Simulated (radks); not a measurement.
Valence configurations of neutral copper (all share [Ar]). Method: Dirac Kohn-Sham, PBE, spin-unpolarised, spherical densities, point nucleus; open shells fill j = l - 1/2 first; computed with a radial shooting solver on a logarithmic mesh with Libxc functionals. Energies are relative to 3d10 4s1; eigenvalues in eV.

valence,E (eV),e(3d3/2),e(3d5/2),e(4p1/2),e(4p3/2),e(4s1/2)
3d10 4s1,0.000,-5.203,-4.933,-,-,-4.610
3d10 4s0.5 4p0.5,1.996,-6.320,-6.049,-1.286,-,-5.399
3d9 4s2,1.853,-9.684,-9.391,-,-,-5.811
3d9 4s1 4p1,6.646,-11.702,-11.407,-2.131,-,-7.106
3d9 4s1.5 4p0.5,4.202,-10.754,-10.460,-1.713,-,-6.511
3d9.5 4s1 4p0.5,2.686,-8.369,-8.086,-1.482,-,-5.927
3d8.5 4s1 4p1.5,12.002,-15.239,-14.931,-2.746,-,-8.214
3d7 4s1 4p3,37.699,-27.092,-26.743,-4.534,-4.383,-11.360
3d7.5 4s1 4p2.5,27.417,-22.946,-22.611,-3.941,-3.811,-10.332
3d10 4p1,4.104,-7.273,-7.001,-1.725,-,-

NIST lists [Ar] 3d10 4s1 as the ground configuration; this level of theory agrees among the configurations tried. The energies are those of spherical spin-averaged densities, not of single terms.
